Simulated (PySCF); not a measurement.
C2H7S (SMILES CC[SH2+]), charge +1, singlet, geometry from GFN2-xTB; M062X/STO-3G in PySCF.

Input for PySCF:
```python
from pyscf import gto, scf, dft

mol = gto.M(
    atom='''
C     1.531457    0.735647    0.106944
C     0.027265    0.874685    0.068504
S    -0.755234   -0.796382   -0.180043
H    -1.991463   -0.508231    0.287499
H    -0.370689    1.302383    0.986668
H    -0.294463    1.465952   -0.788790
H     1.968231    1.729639    0.178587
H     1.863361    0.162843    0.969476
H     1.914475    0.270997   -0.798133
H    -0.358047   -1.343460    0.992691
''',
    basis='sto-3g',
    charge=1,
    spin=0,
    verbose=3,
)

mf = dft.RKS(mol)
mf.xc = 'm062x'
mf.grids.atom_grid = (75, 302)
mf.kernel()
mf.analyze()
```

The log (banner, timings and long lists left out):

```
converged SCF energy = -473.032380712717
**** MO energy ****
MO #1   energy= -89.2770326396761  occ= 2
MO #2   energy= -10.6664250554299  occ= 2
MO #3   energy= -10.5849018525537  occ= 2
MO #4   energy= -8.42978816595203  occ= 2
MO #5   energy= -6.29164552403139  occ= 2
MO #6   energy= -6.29045028826546  occ= 2
MO #7   energy= -6.28367056488354  occ= 2
MO #8   energy= -1.16405528871918  occ= 2
MO #9   energy= -1.02671363132963  occ= 2
MO #10  energy= -0.890261712838839 occ= 2
MO #11  energy= -0.776872130755577 occ= 2
MO #12  energy= -0.750209613538328 occ= 2
MO #13  energy= -0.705030080050572 occ= 2
MO #14  energy= -0.632200720263511 occ= 2
MO #15  energy= -0.627927178399207 occ= 2
MO #16  energy= -0.598744930686502 occ= 2
MO #17  energy= -0.58701679268653  occ= 2
MO #18  energy= -0.0594892975571519 occ= 0
MO #19  energy= -0.034538934796462 occ= 0
MO #20  energy= 0.0254471157117653 occ= 0
MO #21  energy= 0.251576540548876  occ= 0
MO #22  energy= 0.266829712755139  occ= 0
MO #23  energy= 0.289103761502741  occ= 0
MO #24  energy= 0.361231133646118  occ= 0
MO #25  energy= 0.387697148662917  occ= 0
 ** Mulliken atomic charges  **
charge of    0C =     -0.13618
charge of    1C =     -0.07943
charge of    2S =      0.60591
charge of    3H =      0.09059
charge of    4H =      0.09211
charge of    5H =      0.09983
charge of    6H =      0.09456
charge of    7H =      0.06796
charge of    8H =      0.07560
charge of    9H =      0.08906

WARN: System has nonzero charge 1; the dipole moment is origin-dependent.
Location of origin: [0. 0. 0.]

Dipole moment(X, Y, Z, Debye): -2.63650, -1.06171,  1.38022
```
